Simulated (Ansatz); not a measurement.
`[SiH3]B[SiH2]Cl` and `C[SiH2]B[SiH3]` differ in one atom or group.

Ansatz, PBE0-D4/def2-TZVP geometries, multiplicity 1. Each molecule was computed in one conformer, which needn't be the lowest.

```csv
property,`[SiH3]B[SiH2]Cl`
LUMO energy (PBE/def2-TZVPP) / eV,-4.07
size of the dipole moment (ωB97M-V/def2-TZVPP) / D,1.32
HOMO–LUMO gap (PBE/def2-TZVPP) / eV,2.75
HOMO energy (PBE/def2-TZVPP) / eV,-6.82
size of the dipole moment (B3LYP/def2-TZVPP) / D,1.34
LUMO energy (PBE0/def2-TZVPP) / eV,-3.12
```

Task: What does the change do to each property? (An estimate is asked.)

Result: Ansatz gave: 
```json
{"property": "LUMO energy (PBE/def2-TZVPP) / eV", "`C[SiH2]B[SiH3]`": "-3.65", "shift": "0.42"}
{"property": "size of the dipole moment (ωB97M-V/def2-TZVPP) / D", "`C[SiH2]B[SiH3]`": "0.42", "shift": "-0.90"}
{"property": "HOMO–LUMO gap (PBE/def2-TZVPP) / eV", "`C[SiH2]B[SiH3]`": "2.95", "shift": "0.20"}
{"property": "HOMO energy (PBE/def2-TZVPP) / eV", "`C[SiH2]B[SiH3]`": "-6.60", "shift": "0.22"}
{"property": "size of the dipole moment (B3LYP/def2-TZVPP) / D", "`C[SiH2]B[SiH3]`": "0.43", "shift": "-0.91"}
{"property": "LUMO energy (PBE0/def2-TZVPP) / eV", "`C[SiH2]B[SiH3]`": "-2.71", "shift": "0.41"}
```

With PBE0 the HOMO rises by 0.27 eV and the LUMO rises by 0.41 eV, so the gap widens by about 0.14 eV. PBE moves the HOMO by 0.22 eV and ωB97M-V by 0.25 eV. Dipoles are sizes alone; their direction can turn.

B3LYP here is the variant with VWN-RPA as its local correlation; programs differ in this.
